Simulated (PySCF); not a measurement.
# A search over the determinants of BaH

Unrestricted PBE0; Ba x2c-TZVPPall, H x2c-TZVPPall; spin-free X2C with a Gaussian nucleus (PySCF 2.14). Outer shells of the fragments: Ba 6s2; H 1s1.

Followed along the bond (rough minima from three points):

```csv
2Ms+1,unpaired,⟨S²⟩ at the start,R at minimum (Å),Te (eV)
2,σ ↑,0.75,2.21,0.00
2,δ ↑,0.75,2.27,0.98
2,π ↑,0.75,2.26,1.01
4,"σ ↑↑, π ↑",3.75,none in the scan,≤ 3.17
```

Solutions found at the starting distance of 2.105 Å, counted from the lowest of them; the search is not exhaustive and high or unbound solutions are not listed, so other states can lie among these:

| 2Ms+1 | unpaired | term | E (eV) | ⟨S²⟩ | ⟨Lz²⟩ | μ (D) |
| --- | --- | --- | --- | --- | --- | --- |
| 2 | σ ↑ | ²Σ⁺ | 0.00 | 0.75 | 0.00 | -3.06 |
| 2 | δ ↑ | ²Δ | 1.02 | 0.75 | 4.01 | -5.33 |
| 2 | π ↑ | ²Π | 1.03 | 0.75 | 1.00 | -1.75 |
| 4 | σ ↑↑, π ↑ | ⁴Π | 3.45 | 3.75 | 1.01 | -0.14 |
| 4 | σ ↑↑, δ ↑ | ⁴Δ | 3.71 | 3.75 | 4.01 | 0.87 |
| 4 | σ ↑↑↑ | ⁴Σ⁺ | 4.09 | 3.75 | 0.00 | 5.03 |

A term symbol is given only where ⟨S²⟩ and ⟨Lz²⟩ are close to those of a pure state; real π, δ and φ orbitals otherwise mix terms. A positive dipole means Ba(−)H(+).

Spin–orbit coupling is left out. Counting both spins, an empty level lies below a filled one in some of these solutions, because spin and occupation are held.
